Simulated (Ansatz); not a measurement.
Stretching the P1–O2 bond in PO (multiplicity 2 held). Energies count from the point at 1.480 Å.


```csv
level,energy at R = 5.919 Å (eV),minus FCI/6-31G,cost
RO-HF/6-31G,5.356,2.482,-
U-HF/6-31G,-0.395,-3.268,-
RO-MP2/6-31G,8.386,5.513,-
U-MP2/6-31G,2.260,-0.614,-
RO-SCS-MP2/6-31G,7.997,5.124,-
U-SCS-MP2/6-31G,2.160,-0.713,-
U-CCSD/6-31G,2.679,-0.195,-
U-CCSD(T)/6-31G,2.796,-0.077,×1
FCI/6-31G,2.873,0.000,×100
```

 Full CI is exact for the correlated electrons in its own basis alone.

The rows run from -0.395 (U-HF/6-31G) to 8.386 eV (RO-MP2/6-31G).

R- and RO- levels are restricted; in cc, def2 and unpolarised 6-31G sets they are followed outwards from rest. U- levels take the lowest unrestricted solution at each point, which mixes spins at long bonds. Full CI gives the lowest state of the spin. Curves can end on different states.

Correlated levels freeze the cores.

Doubts at one or more of the structures used: a restricted determinant that unrestricted orbitals would lower (RO-HF/6-31G, RO-MP2/6-31G, RO-SCS-MP2/6-31G); a spin-contaminated determinant (U-HF/6-31G, U-MP2/6-31G, U-SCS-MP2/6-31G, U-CCSD/6-31G, U-CCSD(T)/6-31G); T1 above 0.05 (U-CCSD/6-31G, U-CCSD(T)/6-31G).

Run with Ansatz (Gaussian basis) for Hartree–Fock, density functionals and correlated methods. 

Costs are rough ratios of core time to U-CCSD(T)/6-31G (about 5 s over the structures, on one shared machine); a dash marks a level with no comparable run of its own.

Ansatz is an electronic-structure program.
